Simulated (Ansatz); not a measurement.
A nudged elastic band was laid between two geometries of AlF2HO + CH4 (10 atoms, charge 0, multiplicity 1).

Computed with RKS B3LYP/def2-SVP in Ansatz.

| Item | Value |
| --- | --- |
| movable images | 7 |
| climbing image | yes |
| spring | 5.0 eV/Å² |
| optimiser | quadratic models (default) |
| start path | through a guess of the saddle point |
| force threshold | 0.03 eV/Å |
| iteration limit | 60 |
| end points | relaxed |

First end point:

```xyz
10
Properties=species:S:1:pos:R:3
Al -0.539 0.072 -1.148
O 0.822 0.878 -1.752
F -0.696 -1.578 -1.252
F -1.896 0.962 -0.796
H 0.886 0.120 0.647
C 0.140 -0.170 1.408
H 1.582 0.449 -2.154
H 0.441 0.335 2.337
H -0.875 0.189 1.169
H 0.136 -1.258 1.540
```

Last end point:

```xyz
10
Properties=species:S:1:pos:R:3
Al -0.673 0.037 -0.487
O 1.078 0.653 -1.231
F -0.637 -1.246 -1.589
F -1.705 1.283 -0.922
H 1.851 0.723 -0.651
C -0.337 -0.307 1.400
H 1.279 0.003 -1.928
H -0.061 0.608 1.953
H -1.249 -0.699 1.885
H 0.455 -1.057 1.569
```

Which bonds break or form, and what moves?

Bonds broken: H5–C6. Bonds formed: O2–H5. AlF2HO + CH4 becomes CH5AlF2O.

Give the energies along the band, and the barrier.

The forces met the threshold. The highest image is number 4 of 0 to 8, 125.4 kJ/mol above the first end and 93.2 kJ/mol above the last; the last end lies 32.2 kJ/mol above the first. A vibrational analysis at the climbing image gives 2 clearly imaginary modes (1317i, 98i cm⁻¹): a point of higher order, so a lower path passes nearby. The orbitals stay closed-shell, which can raise the energy where a bond breaks towards radicals; this wasn't checked here.

```json
{"image": "0", "path coordinate (Å)": "0.00", "energy (kJ/mol)": "0.0", "H5–C6 (Å)": "1.11", "O2–H5 (Å)": "2.52"}
{"image": "1", "path coordinate (Å)": "0.53", "energy (kJ/mol)": "1.2", "H5–C6 (Å)": "1.11", "O2–H5 (Å)": "2.43"}
{"image": "2", "path coordinate (Å)": "1.06", "energy (kJ/mol)": "5.6", "H5–C6 (Å)": "1.11", "O2–H5 (Å)": "2.20"}
{"image": "3", "path coordinate (Å)": "1.59", "energy (kJ/mol)": "41.9", "H5–C6 (Å)": "1.14", "O2–H5 (Å)": "1.75"}
{"image": "4", "path coordinate (Å)": "2.12", "energy (kJ/mol)": "125.4", "H5–C6 (Å)": "1.48", "O2–H5 (Å)": "1.22"}
{"image": "5", "path coordinate (Å)": "2.59", "energy (kJ/mol)": "78.1", "H5–C6 (Å)": "1.93", "O2–H5 (Å)": "1.00"}
{"image": "6", "path coordinate (Å)": "3.07", "energy (kJ/mol)": "46.2", "H5–C6 (Å)": "2.38", "O2–H5 (Å)": "0.97"}
{"image": "7", "path coordinate (Å)": "3.54", "energy (kJ/mol)": "34.6", "H5–C6 (Å)": "2.81", "O2–H5 (Å)": "0.97"}
{"image": "8", "path coordinate (Å)": "4.02", "energy (kJ/mol)": "32.2", "H5–C6 (Å)": "3.17", "O2–H5 (Å)": "0.97"}
```

What is the geometry of the highest image?


```xyz
10
Properties=species:S:1:pos:R:3
Al -0.705 0.018 -0.772
O 0.980 0.659 -1.137
F -0.958 -1.477 -1.462
F -1.913 1.154 -0.877
H 0.885 0.299 0.023
C 0.072 -0.147 1.175
H 1.630 0.213 -1.699
H 0.302 0.714 1.821
H -0.971 -0.420 1.444
H 0.678 -1.013 1.484
```

The band took 9 iterations and of the order of 8 core-minutes.

The run took 4 min on 2 threads of Arm Neoverse N1 (shared host), peak memory 0.2 GiB.
